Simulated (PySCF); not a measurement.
# A ladder of Hamiltonians for Pb⁶⁸⁺ (lead, charge +68)

Occupied: 1s1/2, 2s1/2, 2p1/2, 2p3/2, 3s1/2, 3p1/2. Hartree-Fock calculated with PySCF 2.14 in an even-tempered Gaussian basis (19 s from 11 bohr⁻², ratio 2.3; 16 p from 13 bohr⁻², ratio 2.3), Gaussian nucleus throughout. NR is non-relativistic, sf-X2C the spin-free one-electron X2C Hamiltonian, X2C adds the bare one-electron spin-orbit term, X2C-SNSO screens it by Boettger's factors, DC is four-component Dirac-Coulomb, and the Gaunt and Breit terms are added at first order (total energies over the DC spinors, levels after relaxing the spinors in that mean field). QED terms are absent. Levels marked empty are virtual spinors of this ion; the basis has s and p functions only, so 3d, which can lie below the n = 4 levels, is absent.

```tsv
Hamiltonian	E (hartree)
X2C	-15234.9181
X2C-SNSO	-15232.2827
DC	-15240.8609
DC+Gaunt	-15218.8255
DC+Breit	-15220.7867
```

```tsv
level (eV)	X2C	X2C-SNSO	DC	DC+Gaunt	DC+Breit
1s1/2	-94445.1	-94447.6	-94568.2	-94221.2	-94244.7
2s1/2	-21668.6	-21669.5	-21687.9	-21648.2	-21651.4
2p1/2	-21135.5	-21085.4	-21099.2	-21032.1	-21038.5
2p3/2	-18804.0	-18819.0	-18831.5	-18789.3	-18795.5
3s1/2	-8729.0	-8729.3	-8733.8	-8723.7	-8724.9
3p1/2	-8543.1	-8530.0	-8533.8	-8516.4	-8518.6
3p3/2 (empty)	-7788.4	-7792.5	-7795.2	-7784.6	-7786.7
4s1/2 (empty)	-4576.9	-4577.0	-4578.7	-4574.8	-4575.3
```

Q: How large are the two-electron picture-change error of X2C and the Breit correction in the total energy?

A: X2C-1e lies 5.9429 hartree above Dirac-Coulomb; Gaunt adds 22.0354 and the full Breit term 20.0742 hartree.

| interval (eV) | X2C | X2C-SNSO | DC | DC+Gaunt | DC+Breit |
| --- | --- | --- | --- | --- | --- |
| 2p3/2 − 2p1/2 | 2332 | 2266 | 2268 | 2243 | 2243 |

Weight of the small component: 1s1/2 0.0979, 2s1/2 0.0231, 2p1/2 0.0231, 2p3/2 0.0204, 3s1/2 0.00901, 3p1/2 0.00892, 3p3/2 0.00816, 4s1/2 0.00457.

Koopmans' value for the highest occupied level at DC+Breit: 8518.6 eV, against an ionisation energy of 8520 ± 50 eV (theoretical estimate listed by NIST; NIST Atomic Spectra Database, ionization energies); the former lacks relaxation, correlation, QED and recoil.

The whole ladder took 150 s of wall time on 1 thread of Neoverse-V1 (shared host), launched as `OMP_NUM_THREADS=1 python relrun2.py TASK.json OUT` (a driver that calls PySCF for each Hamiltonian).
